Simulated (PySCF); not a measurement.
**Spin states of SiI**

Unrestricted PBE0; PySCF, scalar-relativistic core potentials, basis sets Si cc-pV(T+d)Z, I cc-pVTZ-PP with ECP28. Outer shells of the fragments: Si 3s2 3p2; I 4d10 5s2 5p5.

Followed along the bond (rough minima from three points):

```csv
2Ms+1,unpaired,⟨S²⟩ at the start,R at minimum (Å),Te (eV)
2,π ↑,0.76,2.46,0.00
4,"σ ↑, π ↑↑",3.75,2.47,2.45
```

Solutions found at the starting distance of 2.425 Å, counted from the lowest of them; the search is not exhaustive and high or unbound solutions are not listed, so other states can lie among these:

```tsv
2Ms+1	unpaired	term	E (eV)	⟨S²⟩	⟨Lz²⟩	μ (D)
2	π ↑	²Π	0.00	0.76	1.01	-0.47
4	σ ↑, π ↑↑	⁴Σ⁻	2.46	3.75	0.00	0.08
2	σ ↑	²Σ⁺	2.88	0.76	0.00	-0.66
2	σ ↑, π ↑↓	mixed	3.22	1.77	2.03	0.62
2	σ ↓, π ↑↑	mixed	3.34	1.78	0.00	0.95
4	π ↑↑↑	⁴Π	3.55	3.77	1.01	3.69
2	π ↑↑↓	mixed	3.81	1.77	3.05	3.69
2	σ ↑	mixed	4.13	0.76	2.01	0.80
4	σ ↑↑, π ↑	⁴Π	5.10	3.76	1.01	-0.04
4	σ ↑, π ↑↑	mixed	5.89	3.76	2.02	2.93
4	σ ↑, π ↑↑	mixed	6.11	3.76	2.02	2.84
2	π ↑	²Π	8.23	0.82	1.01	1.78
```

A term symbol is given only where ⟨S²⟩ and ⟨Lz²⟩ are close to those of a pure state; real π, δ and φ orbitals otherwise mix terms. A positive dipole means Si(−)I(+).

Spin–orbit coupling is left out. Counting both spins, an empty level lies below a filled one in some of these solutions, because spin and occupation are held.
